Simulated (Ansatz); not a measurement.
C$_{3}$H$_{12}$Si$_{3}$, charge +1, doublet, geometry from GFN2-xTB (a state made from the parent by changing its charge; the spin is typed, not shown lowest); HF/def2-SV(P) in Ansatz (a first-principles code).

The Ansatz input:
Ansatz 0.2 input:
```yaml
crystal:
  periodic: [false, false, false]
  atoms:
    - {symbol: C, position_ang: [-0.71168148, 1.23351100, -1.07636252]}
    - {symbol: Si, position_ang: [1.07543037, 1.43687106, -0.47476721]}
    - {symbol: C, position_ang: [1.87943260, -0.28895713, -0.16239899]}
    - {symbol: Si, position_ang: [0.75114891, -1.44239867, 0.89544079]}
    - {symbol: C, position_ang: [-1.01445039, -1.45475052, 0.20294709]}
    - {symbol: Si, position_ang: [-1.90909574, 0.26137304, 0.09741523]}
    - {symbol: H, position_ang: [-0.72855834, 0.76450007, -2.05941756]}
    - {symbol: H, position_ang: [-1.19188360, 2.20351012, -1.19113742]}
    - {symbol: H, position_ang: [1.87332515, 1.92538266, -1.61317056]}
    - {symbol: H, position_ang: [1.13006559, 2.22518524, 0.75334844]}
    - {symbol: H, position_ang: [2.08858443, -0.76717264, -1.11779216]}
    - {symbol: H, position_ang: [2.83828187, -0.16102186, 0.33336312]}
    - {symbol: H, position_ang: [1.34542763, -2.76177822, 0.61738993]}
    - {symbol: H, position_ang: [0.76760630, -0.99306247, 2.28487176]}
    - {symbol: H, position_ang: [-1.67107591, -2.05120094, 0.83362568]}
    - {symbol: H, position_ang: [-1.03076586, -1.91877697, -0.78248000]}
    - {symbol: H, position_ang: [-1.95484625, 0.89334961, 1.41458385]}
    - {symbol: H, position_ang: [-3.23073498, 0.12042935, -0.51154193]}
basis:
  gaussian:
    orbitals: def2-SV_P_.json
    point_charges:
      - {charge: 1.0, position_ang: [2.3844, -4.8521, 3.1848]}
hamiltonian:
  xc: hf
total_charge: 1
magnetization: {spin_polarized: true, initial_magnetization: 1}
```
The basis file holds def2-SV(P) in the JSON format of the Basis Set Exchange.

The log (banner, timings and long lists left out):

```
Functional definition: HF
1314 factors; integrals over basis functions are off by at most 6.5e-4 eV
mean field evaluation 1: about -26840.6884 eV, gradient 3.1e1 eV
mean field evaluation 2: about -26840.6883 eV, gradient 3.1e1 eV
mean field evaluation 4: about -26846.5427 eV, gradient 2.9e0 eV
mean field evaluation 8: about -26846.7068 eV, gradient 5.3e-1 eV
mean field evaluation 16: about -26847.0270 eV, gradient 2.7e-5 eV
mean field evaluation 32: about -26846.2526 eV, gradient 1.4e0 eV
mean field evaluation 64: about -26847.0052 eV, gradient 1.5e-1 eV
mean field evaluation 96: about -26846.2478 eV, gradient 1.2e0 eV
mean field evaluation 128: about -26846.6846 eV, gradient 2.8e-3 eV
mean field -26847.02695674 eV, -986.6100430917 hartree, gradient 2.7e-5 eV, S^2 0.765818; 4 other end points of the search recorded, 0 dependent functions left out
reference -26847.02695674 eV, -986.6100430917 hartree; 36, 35 occupied and 84, 85 virtual orbitals, 1314 factors
Total energy: -26847.02695674 eV, -986.6100430917 hartree
```
